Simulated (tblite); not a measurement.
Species: C5H6F3NO.
Geometry (GFN2-xTB, Å), atoms numbered from 1 in this order:
```xyz
16
C5H6F3NO angstrom
C     -2.0642   -1.2929    0.2558
N     -1.4657   -0.3152   -0.2558
C     -0.1187   -0.0593   -0.1071
C      0.8153   -1.0209   -0.2740
C      2.2660   -0.7060   -0.2905
F      2.6181    0.1869   -1.2348
F      2.7176   -0.1993    0.8756
F      3.0018   -1.8065   -0.5226
O      0.2467    1.2118    0.0830
C     -0.7794    2.1786    0.2130
H     -3.1067   -1.4308    0.0084
H     -1.6062   -2.0022    0.9468
H      0.5458   -2.0451   -0.4517
H     -0.2672    3.1326    0.3154
H     -1.3914    1.9892    1.0987
H     -1.4193    2.1880   -0.6715
```

Calculated harmonic vibrations of the isolated species, GFN2-xTB (tblite), most abundant isotopes, no scaling. Errors from tens to a few hundred cm⁻¹ against measured bands are possible. One conformer, not necessarily the lowest.

Harmonic wavenumbers (cm⁻¹): 29.0, 85.4, 96.4, 118.7, 131.1, 165.6, 230.2, 255.5, 323.6, 341.7, 422.5, 469.3, 516.9, 547.1, 620.0, 645.7, 667.6, 731.3, 830.7, 891.7, 983.5, 1019.0, 1030.4, 1082.1, 1121.0, 1134.7, 1142.6, 1173.7, 1225.2, 1321.6, 1395.1, 1411.4, 1451.7, 1463.8, 1618.1, 1734.9, 2935.4, 2961.3, 2984.7, 3042.6, 3076.6, 3157.1.

A = 2168, B = 881.7, C = 712.5 MHz; mass 153.040 u (most abundant isotopes); point group C1, symmetry number 1.

Question: Zero-point energy?

Answer: ½Σν̃ = 23293 cm⁻¹ = 278.65 kJ/mol.

Question: Give the ideal-gas entropy at 273.15 K and 1 bar in the rigid-rotor, harmonic-oscillator model (classical rotation).

Answer: Translation 169.78, rotation 123.79, vibration 126.99: S = 420.6 J/(mol K).

Question: And Cp and H(273.15 K) − H(0)?

Answer: Cp = 155.20 J/(mol K), of which vibrations give 121.94 (their classical limit is 42 R = 349.2); H(273.15 K) − H(0) = 26.88 kJ/mol without the zero-point energy, 17.80 from vibrations.

Question: Blend soft modes into free rotors: weight 1/[1 + (100 cm⁻¹/ν̃)⁴] for the oscillator and the rest for a rotor with moment μB/(μ + B), μ = h/(8π²ν), B = 10⁻⁴⁴ kg m². What vibrational entropy results?

Answer: 116.08 J/(mol K) in place of 126.99, which changes −T·S at 273.15 K by +2.98 kJ/mol.

Question: What must be added to the electronic energy to get the Gibbs energy at 273.15 K and 1 bar?

Answer: ZPE + [H(273.15 K) − H(0)] − T·S = 278.65 + 26.88 − 114.87 = 190.66 kJ/mol.

Question: How do the functions run with temperature in this model?

Answer: 
| T (K) | S (J/(mol K)) | Cp (J/(mol K)) | H − H(0) (kJ/mol) | G − H(0) (kJ/mol) | ln q(vib) |
| --- | --- | --- | --- | --- | --- |
| 50 | 254.6 | 59.6 | 2.21 | -10.52 | 0.79 |
| 100 | 304.4 | 85.7 | 5.88 | -24.56 | 2.25 |
| 298.15 | 434.6 | 164.5 | 30.88 | -98.68 | 8.15 |
| 373.15 | 474.4 | 190.8 | 44.22 | -132.78 | 10.24 |
| 500 | 535.6 | 227.9 | 70.88 | -196.92 | 13.64 |
| 750 | 638.1 | 276.9 | 134.51 | -344.08 | 19.83 |
| 1000 | 722.2 | 306.9 | 207.77 | -514.45 | 25.38 |

q(vib) and H(0) count from the zero-point level.

Hindered rotation and anharmonicity are outside this model. Other conformers, if any are populated, would add a mixing term that is left out. The structure is chiral; the term R ln 2 for an equal mix with its mirror image is left out.
